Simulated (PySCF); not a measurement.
# Ionisation energy of Ar(11+) by level of theory

Ar(11+) [He] 2s2 2p3 (4S) → Ar(12+) [He] 2s2 2p2 (3P), as a difference of total energies. Calculation: PySCF 2.14, in an uncontracted even-tempered set (20 s from 1.6 bohr⁻², ratio 2.2; 11 p from 2 bohr⁻², ratio 2.2; 6 d from 10 bohr⁻², ratio 2.4; 5 f from 15 bohr⁻², ratio 2.4; 5 g from 22 bohr⁻², ratio 2.4); the spin-free X2C one-electron Hamiltonian (Gaussian nucleus). Correlated levels: nothing frozen; virtual orbitals above 40 to 60 times the deepest correlated orbital energy dropped. The calculations carry no spin-orbit coupling.

```json
{"method": "UHF", "ionisation energy (eV)": "620.82"}
{"method": "LDA", "ionisation energy (eV)": "620.77"}
{"method": "PBE", "ionisation energy (eV)": "620.51"}
{"method": "PBE0", "ionisation energy (eV)": "620.88"}
{"method": "r2SCAN", "ionisation energy (eV)": "621.71"}
{"method": "revPBE", "ionisation energy (eV)": "620.39"}
{"method": "M06-2X", "ionisation energy (eV)": "620.78"}
{"method": "MP2 (all electrons)", "ionisation energy (eV)": "621.25"}
{"method": "SCS-MP2 (all electrons)", "ionisation energy (eV)": "620.86"}
```

**Question.** How much does correlation contribute at MP2 (all electrons)?

**Answer.** 621.25 − (620.82) = 0.43 eV, measured against UHF.

A first-order spin-orbit estimate (lowest level to lowest level, LS coupling) adds -1.797 eV.

For comparison: 619 ± 0.4 eV (semi-empirical (NIST evaluation); NIST Atomic Spectra Database, ionization energies).
